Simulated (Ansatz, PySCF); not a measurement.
Si(Cl)(OH)2(OMe) (CH5ClO3Si), SMILES CO[Si](O)(O)Cl. Atoms are numbered in the order given.

```xyz
11

C      2.3801    -0.4843     0.1360
O      1.1338    -0.9946    -0.2956
Si    -0.3364    -0.3796     0.0712
O     -0.6036    -0.5287     1.6836
O     -1.5111    -1.1748    -0.7542
Cl    -0.3520     1.6333    -0.4626
H      2.4971    -0.5893     1.2282
H      3.1792    -1.0554    -0.3594
H      2.4911     0.5818    -0.1288
H     -1.4360    -0.1923     2.0350
H     -1.4937    -1.1192    -1.7168
```

Geometry optimised at B3LYP-D3(BJ)/def2-SVP. The values are those of a single conformer.

Two levels are set side by side: PBE-D3(BJ)/def2-SVP (Ansatz, an electronic-structure program) and B3LYP-D3(BJ)/def2-SVP (Ansatz). Each level has its own optimised geometry; the coordinates shown are those of the second. Frequencies come from the Hessian of PySCF at each geometry. Differences are taken from unrounded values.

```
quantity                            B3LYP-D3(BJ)  PBE-D3(BJ)  PBE-D3(BJ) minus B3LYP-D3(BJ)
----------------------------------  ------------  ----------  -----------------------------
mean bond length (Å)                       1.365       1.375                          0.009
bond C1–O2 (Å)                             1.414       1.419                          0.005
bond O2–Si3 (Å)                            1.635       1.650                          0.015
bond Si3–O4 (Å)                            1.641       1.654                          0.013
bond Si3–O5 (Å)                            1.641       1.655                          0.013
bond Si3–Cl6 (Å)                           2.083       2.089                          0.006
bond C1–H7 (Å)                             1.104       1.112                          0.009
bond C1–H8 (Å)                             1.100       1.108                          0.008
bond C1–H9 (Å)                             1.104       1.113                          0.009
bond O4–H10 (Å)                            0.964       0.973                          0.009
bond O5–H11 (Å)                            0.964       0.973                          0.009
highest harmonic wavenumber (cm⁻¹)          3884        3774                           -110
mean harmonic wavenumber (cm⁻¹)             1185        1153                            -32
zero-point energy (kcal/mol)               45.74       44.49                          -1.25
```

GGA bonds tend to be longer and softer than those of functionals with exact exchange. Differences between two approximate levels are no errors against the true value.
